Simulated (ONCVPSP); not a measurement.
Configuration tests for B (ONCV)

ONCVPSP 4.0.1 input, shortened (lines: element, Z, core and valence counts, functional; n l f; lmax; l rc ep ncon nbas qcut; lloc lpopt rc5 dvloc0; l nproj debl; icmod fcfact rcfact), PBE, non-relativistic:

```
  B 5.00    1    2        4      upf
    1    0    2.00
    2    0    1.50
    2    1    1.50
    2
    0    1.00    0.00    3    8    5.40
    1    2.55    0.00    5    9    6.10
    2    2.00    0.20    4    7    4.80
    4    4    0.85    0.00
    0    2    2.80
    1    2    2.60
    2    2    1.60
    3    5.25    1.25
```

Energies are relative to the spin-unpolarised reference configuration 2s1.5 2p1.5; without spin polarisation the order of configurations can differ from experiment.

| valence configuration | charge | ΔE all-electron (eV) | error AE − PS (meV) |
| --- | --- | --- | --- |
| 2s1 2p0 | +2 | 30.718 | +187 |
| 2s0 2p3 | 0 | 8.789 | -9.2 |

(1) What are ΔE and the potential's error for 2s2 2p0?

(2) What are ΔE and the potential's error for 2s2 2p1?

Levels in the configuration 2s0 2p3:

```tsv
level	all-electron (eV)	pseudo (eV)
2p	-4.442	-4.454
```

Note: ghosts flagged at negative energy: d at -83.8 eV; GHOST(+) flagged for s at 218.7 eV. A true bound ghost makes a file unfit for plane-wave use.

Results:

(1) ΔE = 5.303 eV all-electron; the error (AE − PS) is +48 meV.

(2) ΔE = -2.919 eV all-electron; the error (AE − PS) is +0.1 meV.
